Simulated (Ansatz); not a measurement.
System: SnF3, charge -1, multiplicity 1. 
Coordinates optimised at B3LYP-D3(BJ)/def2-TZVP (Ansatz, an electronic-structure program):
```xyz
4

Sn     0.0006     0.0008     0.3683
F      1.4772    -0.8840    -0.6826
F      0.0238     1.7199    -0.6861
F     -1.5045    -0.8407    -0.6776
```
Charge -1, spin multiplicity 1.

Basis-set convergence of Hartree-Fock and MP2 correlation energies (hartree) with Ansatz. Valence correlation only, unless marked. Spin-orbit coupling is left out. The frozen core is the preceding noble-gas configuration, with the filled d and f shells of earlier blocks. In def2 rows, elements after Kr have scalar-relativistic effective core potentials. This anion needs diffuse functions, which these sets lack.

| basis | functions | E(HF) | E(corr, MP2) |
|---|---|---|---|
| def2-SVP | 68 | -511.57829 | -0.64150 |
| def2-TZVPP | 143 | ? | ? |

Question: Some entries are withheld; supply them.

Answer: 
- def2-TZVPP, E(HF): -511.98555
- def2-TZVPP, E(corr, MP2): -0.86998
